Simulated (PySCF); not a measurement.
Kr+: excitation energy

Kr+ [Ar] 3d10 4s2 4p5 (2P) → Kr+ [Ar] 3d10 4s1 4p6 (2S), as a difference of total energies. Computed with PySCF 2.14 in x2c-TZVPPall, with the spin-free X2C one-electron Hamiltonian (Gaussian nucleus). Correlated levels: valence: [Ar] 3d10 frozen. The calculations carry no spin-orbit coupling.

| method | excitation energy (cm⁻¹) | error (cm⁻¹) |
| --- | --- | --- |
| UHF | 143820 | +36607 |
| MP2 (valence) | 124980 | +17771 |
| SCS-MP2 (valence) | 122870 | +15655 |
| CCSD (valence) | 113300 | +6094 |
| CCSD(T) (valence) | 107620 | +413 |
| CCSDT (valence) | 108340 | +1134 |

Reference: 107210 cm⁻¹ (measured; NIST levels, between the centres of gravity of the two terms).

Errors of the correlated levels include the incompleteness of this basis and the frozen core.

The coupled-cluster amplitudes are large for the upper state (T1 above 0.03 or a double amplitude above 0.15), so a single reference is strained.
